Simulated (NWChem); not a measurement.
Species: C3H7Cl; SMILES CC(C)Cl

```xyz
11

C      0.1315    -1.0508    -1.2747
C     -0.3993    -0.4078     0.0000
C      0.1315    -1.0508     1.2747
Cl     0.0357     1.3813     0.0000
H      1.2252    -1.0096    -1.3059
H     -0.1750    -2.1042    -1.3055
H     -0.2603    -0.5518    -2.1653
H     -1.4922    -0.4115     0.0000
H      1.2252    -1.0096     1.3059
H     -0.1750    -2.1042     1.3055
H     -0.2603    -0.5518     2.1653
```
Atoms are numbered in this order, from 1.

Computed with NWChem. Geometry optimised at B3LYP/6-31G*; all other runs use it. Pople sets run with spherical d functions.

```
quantity                                                  level  value
-----------------------------------------  --------------------  -----
isotropic polarisability (bohr³), static        B3LYP/def2-SVPD   54.5
vertical, lowest excitation, singlet (eV)  B3LYP/def2-SVPD, TDA    [?]
−ε(HOMO) (eV)                                    B3LYP/def2-SVP    [?]
dipole in solution (D) in n-hexane            B3LYP/6-31G*, SMD   2.68
dipole (D)                                         B3LYP/6-31G*    [?]
highest harmonic frequency (cm⁻¹)                  B3LYP/6-31G*   3149
```

Fill in the missing entries.


- vertical, lowest excitation, singlet (eV), value: 6.99
- −ε(HOMO) (eV), value: 7.71
- dipole (D), value: 2.37
